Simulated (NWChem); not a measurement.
**Worked example: ideal-gas entropy of GaSiH4F (SMILES [F][GaH][SiH3])**

A singlet with charge 0, relaxed at B3LYP-D3(BJ)/6-31G* (spherical functions) (NWChem 7.3.0):

```xyz
7

F    -0.9979    1.6536   -0.0070
Ga    0.3740    0.5332    0.0006
Si   -0.2547   -1.8073    0.0000
H     1.7579    1.2965    0.0033
H    -1.0128   -2.1211   -1.2416
H     0.9462   -2.6836    0.0622
H    -1.1230   -2.0975    1.1729
```

Harmonic wavenumbers in cm⁻¹: 57, 119, 327, 345, 480, 511, 631, 671, 873, 943, 950, 1912, 2232, 2250, 2252.

Masses in u: F 18.998, Ga 69.723, Si 28.085, H 1.008. Take T = 298.15 K, p = 1 bar, R = 8.3145 J/(mol K), kT/hc = 207.22 cm⁻¹, rigid rotor and harmonic oscillator.

Q: Work out S° at 298 K.

A: 
1. Translation (Sackur–Tetrode): S = R[3/2 ln M + 5/2 ln T − 1.1517] with M = 120.838 gives 168.7 J/(mol K).
2. Rotation: principal moments 39.758, 183.146, 217.014 u Å² give A, B, C = 0.424, 0.092, 0.0777 cm⁻¹; the symmetry number is σ = 1; q = (√π/σ)√((kT/hc)³/ABC) = 96036; S = R(ln q + 3/2) = 107.9.
3. Vibration: with u = ν̃/207.22, each mode gives R[u/(eᵘ − 1) − ln(1 − e⁻ᵘ)]; the sum is 52.8, most from 57 cm⁻¹ (19.1), 119 cm⁻¹ (13.0), 327 cm⁻¹ (5.3).
4. Spin: R ln 1 = 0.0.
5. Sum: 168.7 + 107.9 + 52.8 + 0.0 = 329.4 J/(mol K).

No measured value is set beside it here. Where a soft mode is a torsion, a harmonic oscillator describes it poorly.
